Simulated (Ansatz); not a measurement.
Total energies of CH3BOS (`OB1CS1`).

Z-matrix (Å, degrees):
```
C
B 1 1.530
S 1 1.883 2 60.8
H 1 1.087 2 121.6 3 101.1
H 1 1.087 2 121.6 3 -101.1
O 2 1.340 1 148.4 3 180.0
H 6 0.961 2 113.4 1 0.0
```

The species carries charge 0 and has multiplicity 1. The geometry is a stationary point of PBE0-D4/def2-TZVP. It is one conformer, not always the lowest. Basis def2-TZVPP, Ansatz.

RPA on PBE orbitals: Hartree–Fock energy of these orbitals -536.76487 Eh, correlation -1.08102 Eh (frozen core).

```
             functional  energy without D4 (Eh)  D4 term (kJ/mol)
            LDA (SPW92)              -535.74450                 –
                    PBE              -537.95469             -12.4
                 revPBE              -538.18294             -40.0
                   BLYP              -538.25144             -28.0
                 r2SCAN              -538.19254              -2.8
                 B97M-V              -538.18761                 –
                   PBE0              -537.99507             -10.3
                  B3LYP              -538.31777             -20.1
                r2SCANh              -538.18346              -3.0
                r2SCAN0              -538.17069              -3.3
HSE06 (plane-wave form)              -537.98041              -9.5
                  BHLYP              -538.21707             -15.0
              CAM-B3LYP              -538.24031             -10.3
                LC-ωPBE              -538.08557                 –
                ωB97X-V              -538.18994                 –
                ωB97M-V              -538.22312                 –
                 B2PLYP              -538.05952                 –
               PBE-QIDH              -537.88712                 –
```

B3LYP takes the VWN-RPA correlation (the form of Gaussian; ORCA's B3LYP/G). HSE06 is the plane-wave form, built on full-range PBE exchange. The double hybrids freeze the cores in their second-order part.

LC-ωPBE has ω = 0.4 bohr⁻¹.
